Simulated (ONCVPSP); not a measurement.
# Transferability test, ONCV potential for zirconium (Zr)

ONCVPSP 4.0.1 input, shortened (lines: element, Z, core and valence counts, functional; n l f; lmax; l rc ep ncon nbas qcut; lloc lpopt rc5 dvloc0; l nproj debl; icmod fcfact rcfact), LDA (Perdew-Zunger), scalar-relativistic:

```
  Zr 40.00    6    5        3      upf
    1    0    2.00
    2    0    2.00
    2    1    6.00
    3    0    2.00
    3    1    6.00
    3    2   10.00
    4    0    2.00
    4    1    6.00
    4    2    2.00
    5    0    1.50
    5    1    0.50
    3
    0    2.25    0.00    4    8    6.50
    1    2.05    0.00    5    9    6.10
    2    1.80    0.00    4    8    6.00
    3    2.10    0.47    4    7    5.40
    4    3    1.20    2.00
    0    2    0.80
    1    2    3.00
    2    2    2.70
    3    2    0.70
    1    0.50    0.00
```

Energies are relative to the spin-unpolarised reference configuration 4s2 4p6 4d2 5s1.5 5p0.5; without spin polarisation the order of configurations can differ from experiment.

| valence configuration | charge | ΔE all-electron (eV) | error AE − PS (meV) |
| --- | --- | --- | --- |
| 4s2 4p6 4d2 5s2 5p0 | 0 | -1.539 | 0.0 |
| 4s2 4p6 4d2 5s1 5p0 | +1 | 5.813 | -1.1 |

(1) What are ΔE and the potential's error for 4s2 4p6 4d2 5s0 5p0?

(2) What are ΔE and the potential's error for 4s2 4p6 4d2 5s1 5p1?

Levels in the configuration 4s2 4p6 4d2 5s1 5p1:

| level | all-electron (eV) | pseudo (eV) |
| --- | --- | --- |
| 4s | -55.753 | -55.763 |
| 4p | -33.733 | -33.736 |
| 4d | -4.802 | -4.801 |
| 5s | -5.339 | -5.339 |
| 5p | -2.141 | -2.141 |

Results:

(1) ΔE = 19.054 eV all-electron; the error (AE − PS) is -6.5 meV.

(2) ΔE = 1.578 eV all-electron; the error (AE − PS) is -0.3 meV.
